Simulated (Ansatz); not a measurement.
Basis-set extrapolation for `[AlH2][C@H]1[SiH2][Si@@H]1S` (PBE0-D4/def2-TZVP geometry, frozen core, Ansatz). Multiplicity 1, RHF reference.

```
                       def2-TZVPP    def2-QZVPP
                 HF  -1259.297594  -1259.335357
    MP2 correlation     -0.670491     -0.720979
CCSD(T) correlation     -0.771418       not run
```

Energies in hartree. Use E(X) = E(∞) + A·exp(−7.88·√X) for Hartree–Fock and E(X) = E(∞) + B·X^(−2.97) for correlation, with X = 3 and 4, and add CCSD(T) minus MP2 of the smaller set to the MP2 limit.

Question: What is the CCSD(T) energy at the basis-set limit?

Answer: HF limit: -1259.335357 + (-0.037763) × 0.13774 = -1259.34056. MP2 limit: -0.720979 + (-0.050488) × 0.74074 = -0.75838. Higher-order term: -0.771418 − (-0.670491) = -0.10093. Total: -1260.19987 hartree, 343.6 kJ/mol below CCSD(T)/def2-TZVPP.
